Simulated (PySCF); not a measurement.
C2H3O, SMILES O=C[CH2], multiplicity 2. Atoms are numbered in the order given.

```xyz
6

C      0.1714     1.1651     0.0000
C     -0.4056    -0.1321     0.0000
O      0.2641    -1.1662     0.0000
H      1.2487     1.2665     0.0000
H     -0.4477     2.0525     0.0000
H     -1.5089    -0.1869     0.0000
```
Charge 0, spin multiplicity 2.

Coordinates come from a B3LYP-D3(BJ)/def2-TZVP optimisation. The isomer is the one that the SMILES or the coordinates give; other isomers of the formula were not compared.

These are PySCF with M06-2X/def2-TZVPD values and carry that method's errors.

Mulliken values depend strongly on the basis, most of all with diffuse functions as here. ESP charges are fitted to the potential on shells at 1.4 to 2.0 van der Waals radii. Atomic charges (e):

```
atom  Mulliken  ESP fit  Mulliken spin
----  --------  -------  -------------
C1       -0.75    -0.38           0.84
C2        0.41     0.45          -0.16
O3       -0.48    -0.45           0.37
H4        0.29     0.20          -0.02
H5        0.29     0.17          -0.04
H6        0.23     0.01          -0.01
```
